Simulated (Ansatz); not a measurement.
Wavefunction ladder for `CC(C)(C)[CH2][AlH][Cl]`

```
atom   x (Å)   y (Å)   z (Å)
  C1  -0.965  -0.635  -1.149
  C2  -0.210  -0.364   0.149
  C3  -0.838   0.836   0.858
  C4  -0.309  -1.589   1.054
  C5   1.266  -0.048  -0.157
 Al6   1.480   1.717  -0.963
 Cl7   2.742   3.106   0.000
  H8  -2.019  -0.848  -0.952
  H9  -0.540  -1.497  -1.672
 H10  -0.920   0.221  -1.830
 H11  -1.879   0.644   1.135
 H12  -0.855   1.724   0.207
 H13  -0.288   1.094   1.766
 H14  -1.352  -1.839   1.271
 H15   0.154  -2.458   0.579
 H16   0.202  -1.415   2.005
 H17   1.848  -0.053   0.773
 H18   1.694  -0.835  -0.789
 H19   0.789   2.240  -2.286
```

The species carries charge 0 and has multiplicity 1. All single points use the PBE0-D4/def2-TZVP geometry. It is one conformer, not always the lowest. Frozen core, restricted reference, Ansatz. CBS rows extrapolate triple and quadruple zeta; past MP2 they add the triple-zeta difference.

| basis | HF (Eh) | MP2 corr. | CCSD corr. | (T) | CCSD(T) total |
| --- | --- | --- | --- | --- | --- |
| def2-SVP | -897.46113 | -0.92408 | -1.01123 | -0.02965 | -898.50201 |
| def2-TZVPP | -897.91299 | -1.15439 | -1.23272 | -0.05003 | -899.19574 |
| def2-QZVPP | -897.94193 | -1.23457 | – | – | – |
| CBS(def2) | -897.94591 | -1.29396 | -1.37228 | as TZ | -899.36822 |
